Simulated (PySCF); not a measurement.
Coordinates in bohr (charge 1 multiplicity 4):
```
Re    0.0000    0.0000    0.0000
F    -0.0025    0.0000    3.3932
F     2.9398    0.0000   -1.6945
F    -2.9374    0.0000   -1.6987
```

These are results of PySCF, UPBE0, basis Re def2-SVP with ECP60, F def2-SVP (scalar-relativistic core potentials, no spin–orbit coupling, density fitting), not measurements.

This geometry of ReF₃⁺ is a stationary point at this level.

**Question.** What is the point group?

**Answer.** D3h.

**Question.** Is it a minimum?

**Answer.** Yes: all harmonic wavenumbers are real.

**Question.** Which band is strongest in the infrared?

**Answer.** 806 cm⁻¹ (e'), 220 km/mol.

**Question.** What are the dipole moment and the gap between the highest occupied and lowest empty levels of either spin?

**Answer.** 0.00 D about the centre of mass and 4.71 eV.

Only a few start shapes were tried, so a lower isomer may exist. With open d or f shells other occupations or spin states may lie lower. With an element this heavy the missing spin–orbit coupling can shift these numbers.
